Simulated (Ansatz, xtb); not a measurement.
Two isomers of C6H5FN2

Structure X: `C=Cc1ncc(F)cn1`, a singlet. Structure Y: `[H]/N=C/c1ccncc1F`, a singlet. Both are isolated molecules in the gas phase, relaxed with B3LYP/def2-SVP; the shapes shown needn't be the lowest conformers.

X (Å):

```xyz
14

C    -0.3631   -1.9055   -3.0301
C    -0.1935   -0.6582   -2.5725
C     0.6151   -0.3075   -1.3910
C     1.9551   -0.9546    0.3487
C     2.0700    0.3792    0.7439
C     1.4025    1.3417   -0.0091
F     2.7970    0.7185    1.8098
N     1.2322   -1.2913   -0.7113
N     0.6789    0.9974   -1.0712
H     0.1101   -2.7523   -2.5264
H    -0.9755   -2.1053   -3.9128
H    -0.6603    0.1987   -3.0654
H     2.4644   -1.7451    0.9134
H     1.4643    2.4019    0.2643
```

Y (Å):

```yaml
atoms:
  - { symbol: C, position_ang: [-0.2315, -1.2684, -2.2570] }
  - { symbol: C, position_ang: [0.6639, -0.6165, -1.2753] }
  - { symbol: C, position_ang: [0.7080, 0.7779, -1.1109] }
  - { symbol: C, position_ang: [1.5741, 1.3284, -0.1681] }
  - { symbol: C, position_ang: [2.3563, -0.7296, 0.4657] }
  - { symbol: C, position_ang: [1.5177, -1.3620, -0.4556] }
  - { symbol: F, position_ang: [1.5403, -2.6998, -0.5463] }
  - { symbol: N, position_ang: [-1.0062, -0.5805, -2.9983] }
  - { symbol: N, position_ang: [2.3830, 0.5929, 0.6060] }
  - { symbol: H, position_ang: [-1.5525, -1.1902, -3.6155] }
  - { symbol: H, position_ang: [-0.1698, -2.3697, -2.2884] }
  - { symbol: H, position_ang: [0.0579, 1.3986, -1.7305] }
  - { symbol: H, position_ang: [1.6196, 2.4141, -0.0287] }
  - { symbol: H, position_ang: [3.0155, -1.3379, 1.0957] }
```

Quicker runs give these differences E(Y) − E(X): GFN2-xTB +5.3 kcal/mol; HF/STO-3G −1.1 kcal/mol (at GFN2-xTB geometries); r2SCAN-D4/def2-SVP −3.7 kcal/mol (at GFN2-xTB geometries).

Estimate which is lower in electronic energy at CCSD(T)/def2-SVP + ΔMP2/def2-TZVPP, and by roughly how much.

The CCSD(T)/def2-SVP + ΔMP2/def2-TZVPP calculation puts structure Y lower, by 4.5 kcal/mol.

Level by level:

| level | geometry | E(Y) − E(X) (kcal/mol) | departure from the last row (kcal/mol) | job, with rough time for the two |
| --- | --- | --- | --- | --- |
| GFN2-xTB | GFN2-xTB | +5.3 | +9.8 | optimisation, 0.14 s |
| HF/STO-3G | GFN2-xTB | −1.1 | +3.4 | single point, 0.44 s |
| r2SCAN-D4/def2-SVP | GFN2-xTB | −3.7 | +0.8 | single point, 4.7 s |
| B3LYP/def2-SVP | B3LYP/def2-SVP | −3.3 | +1.3 | optimisation, 32 s |
| HF/def2-SVP | B3LYP/def2-SVP | −2.8 | +1.8 | part of the CCSD(T) run |
| MP2/def2-SVP | B3LYP/def2-SVP | −5.9 | −1.4 | part of the CCSD(T) run |
| CCSD(T)/def2-SVP | B3LYP/def2-SVP | −4.7 | −0.2 | single point |
| CCSD(T)/def2-SVP + ΔMP2/def2-TZVPP | B3LYP/def2-SVP | −4.5 |  | single point, 2.4 min |

As drawn, Y has 1 N–H, 1 C=N, 2 C∷C in place of 1 C=C, 2 C∷N, 1 C–H (∷ is an aromatic bond).

GFN2-xTB puts the two in the other order. The largest departure from CCSD(T)/def2-SVP + ΔMP2/def2-TZVPP is that of GFN2-xTB, 9.8 kcal/mol. The last row adds to CCSD(T) the change of the MP2 difference between the two basis sets, here +0.2 kcal/mol.

With thermal terms from frequencies at re-optimised GFN2-xTB minima (ideal gas, soft modes damped towards free rotors, one conformer each, 298.15 K, 1 atm): the zero-point term adds +0.5 kcal/mol; ΔH is −4.1 and ΔG −4.0 kcal/mol.

The correlated steps freeze 9 core orbitals. Run with Ansatz 0.2.0, xtb 6.7.1; the last row on 4 threads of Arm Neoverse V1 on a shared host.
